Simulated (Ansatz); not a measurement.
Ansatz (an electronic-structure program) input (CCSD(T)/def2-SVPD):

Ansatz 0.2 input:
```yaml
crystal:
  periodic: [false, false, false]
  atoms:
    - {symbol: La, position_ang: [0.27970784, 0.03648198, -0.04906368]}
    - {symbol: F, position_ang: [-1.23843632, 1.13600453, -0.92472141]}
    - {symbol: F, position_ang: [-0.53304669, -1.36705710, 1.23545805]}
basis:
  gaussian:
    orbitals: def2-SVPD
total_charge: 1
magnetization: {spin_polarized: false}
correlation: {method: ccsd_t, electrons: outside_noble_gas}
output: {forces: true}
```

End of the output:

```
cycle   3  -12.05761069 eV  change   -6.9e-2 eV  update   2.0e-2
cycle   4  -12.06077637 eV  change   -3.2e-3 eV  update   5.7e-3
cycle   5  -12.05424329 eV  change    6.5e-3 eV  update   1.5e-3
cycle   6  -12.05374647 eV  change    5.0e-4 eV  update   6.4e-4
cycle   7  -12.05428209 eV  change   -5.4e-4 eV  update   2.2e-4
cycle   8  -12.05425654 eV  change    2.6e-5 eV  update   6.8e-5
cycle   9  -12.05421606 eV  change    4.0e-5 eV  update   2.3e-5
cycle  10  -12.05422966 eV  change   -1.4e-5 eV  update   8.9e-6
perturbative correction -0.30327633 eV, -0.0111451997 hartree
the calculation of the forces begins
Total energy: -6266.20670548 eV, -230.2788490390 hartree
Atom 0 at     0.279708     0.036482    -0.049064 Å, force     0.981284     0.127988    -0.172128 eV/Å
Atom 1 at    -1.238436     1.136005    -0.924721 Å, force    -0.655170     0.519831    -0.417786 eV/Å
Atom 2 at    -0.533047    -1.367057     1.235458 Å, force    -0.326114    -0.647819     0.589914 eV/Å
Dipole moment:     1.490047     0.194345    -0.261370 e Å
```

The spin state was set by rule; other spins were not relaxed.
